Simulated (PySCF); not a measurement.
Calculated NMR parameters of Cc1nnc(C)n1C

```
Formula                               : C5H9N3
SMILES                                : Cc1nnc(C)n1C
InChI                                 : InChI=1S/C5H9N3/c1-4-6-7-5(2)8(4)3/h1-3H3
Point group of the computed structure : C1
Degrees of unsaturation               : 3
Carbon signals                        : 3
Proton signals                        : 2
```

Atom-mapped SMILES (the numbers label the heavy atoms): `[CH3:1][c:2]1[n:3][n:4][c:5]([CH3:6])[n:7]1[CH3:8]`; H(Xn) means a hydrogen on atom n.

[PySCF 2.14: shieldings: GIAO PBE0/pcSseg-1; GFN2-xTB structure; no solvent model; non-relativistic; fast rotation and ring inversion assumed for equivalent nuclei; single conformer]

References, each an isolated molecule treated in the same way: TMS for $^{1}$H (31.72 ppm), $^{13}$C (186.93 ppm); NH3 for $^{15}$N (267.73 ppm).

| carbon | δC, type | δH (multiplicity) | HMBC from (2–3 bonds) | span of the C tensor (ppm) |
| --- | --- | --- | --- | --- |
| C1/C6 | 13.2, CH3 | 2.43 (s) | – | 24 |
| C2/C5 | 153.4, C | – | H(C8), H(C1)/H(C6) | 153 |
| C8 | 30.0, CH3 | 3.48 (s) | – | 45 |

Other nuclei:
```csv
atoms,nucleus,environment,δ (ppm),σ (ppm)
N3/N4,$^{15}$N,pyridine-type nitrogen of an azole,355.9,-88.2
N7,$^{15}$N,pyrrole-type ring nitrogen,184.4,83.3
```

1. Carbon types of the structure: 2 × C, 3 × CH3, which accounts for all hydrogens.
2. δC 153.4: substituted aromatic carbon next to a ring nitrogen.
3. δC 30.0: methyl carbon bonded to N; deshielded by the electronegative neighbour.
4. δC 13.2: methyl carbon on an aromatic ring; aliphatic region, no heteroatom directly attached.
5. δH 3.48: hydrogen on a methyl carbon bonded to N; its carbon carries N, an electronegative neighbour.
6. δH 2.43: hydrogen on a methyl carbon on an aromatic ring; benzylic-type position, deshielded by the ring.

Shifts are as computed. Against solution values, carbons near 30 ppm lie about +3 ppm off and those near 130 ppm about +5 ppm. Of 1211 compounds with measured shifts, 218 miss one by over three times the rms of a fit or turn the order of signals round; such compounds aren't used in these exercises. Experimental scales use liquid or dissolved standards, which lie at an offset from isolated NH3 (liquid NH3: subtract about 20 ppm). Unscaled 15N shifts of sp2 nitrogen come out 20 to 40 ppm too high even then. Multiplicities follow the n + 1 count of equivalent neighbours, as no J values were calculated; m marks all less simple cases, F and P coupling included.
